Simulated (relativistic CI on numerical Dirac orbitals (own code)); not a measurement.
## Radial parameters of Ir VIII

Calculated at this level of theory: Dirac-Coulomb-Breit CI, separate exchange-only KLI orbitals for each configuration, QED by a radiative potential, unscaled Slater integrals (own radial code, finite nucleus).

Slater integrals F^k, G^k are unscaled and averaged over j, outside the closed core [Kr] 4d10 4f14; ζ comes from projecting the Hamiltonian with its Breit term on Σ l·s of the shell.

- 5s²5p⁶5d²: F^2(5d,5d) = 78901, F^4(5d,5d) = 53449, ζ(5d) = 5750.4 cm⁻¹; <r>(5d) = 1.346, <r^2>(5d) = 2.045 (bohr units).
- 5s²5p⁶5d6s: ζ(5d) = 5991.7, G^2(5d,6s) = 24648 cm⁻¹; <r>(5d) = 1.338, <r^2>(5d) = 2.024, <r>(6s) = 1.998, <r^2>(6s) = 4.425 (bohr units).
- 5s²5p⁶5d5f: ζ(5d) = 6026.6, F^2(5d,5f) = 50182, F^4(5d,5f) = 31060, G^1(5d,5f) = 53834, G^3(5d,5f) = 33357, G^5(5d,5f) = 23794, ζ(5f) = 185.94 cm⁻¹; <r>(5d) = 1.336, <r^2>(5d) = 2.019, <r>(5f) = 2.084, <r^2>(5f) = 4.926 (bohr units).

Q: Give the Racah parameters of the d shell in 5s²5p⁶5d².

A: B = F²/49 − 5F⁴/441 = 1004 cm⁻¹ and C = 35F⁴/441 = 4242 cm⁻¹.

In this model ζ of a weakly bound d, f or g electron outside closed shells comes out too small, for d by up to a factor of two or three and at times with the wrong sign; that of an outer p electron is too small as well.

Averages of the first 10 configurations, taken without configuration mixing, which lowers the lowest level and can move excited configurations by several eV; other configurations of the list can lie among them:

```json
{"Configuration": "5s²5p⁶5d²", "Parity": "even", "States": "45", "Average energy above the lowest level (eV)": "3.1"}
{"Configuration": "5s²5p⁶5d6s", "Parity": "even", "States": "20", "Average energy above the lowest level (eV)": "22.8"}
{"Configuration": "5s²5p⁶6s²", "Parity": "even", "States": "1", "Average energy above the lowest level (eV)": "44.7"}
{"Configuration": "5s²5p⁶5d5f", "Parity": "odd", "States": "140", "Average energy above the lowest level (eV)": "50.3"}
{"Configuration": "5s²5p⁶5d6p", "Parity": "odd", "States": "60", "Average energy above the lowest level (eV)": "36.1"}
{"Configuration": "5s²5p⁵5d³", "Parity": "odd", "States": "720", "Average energy above the lowest level (eV)": "60.1"}
{"Configuration": "5s²5p⁶6s6p", "Parity": "odd", "States": "12", "Average energy above the lowest level (eV)": "57.2"}
{"Configuration": "5s²5p⁶5d5g", "Parity": "even", "States": "180", "Average energy above the lowest level (eV)": "71.4"}
{"Configuration": "5s²5p⁶5f²", "Parity": "even", "States": "91", "Average energy above the lowest level (eV)": "99.7"}
{"Configuration": "5s²5p⁶5f6s", "Parity": "odd", "States": "28", "Average energy above the lowest level (eV)": "72.0"}
```
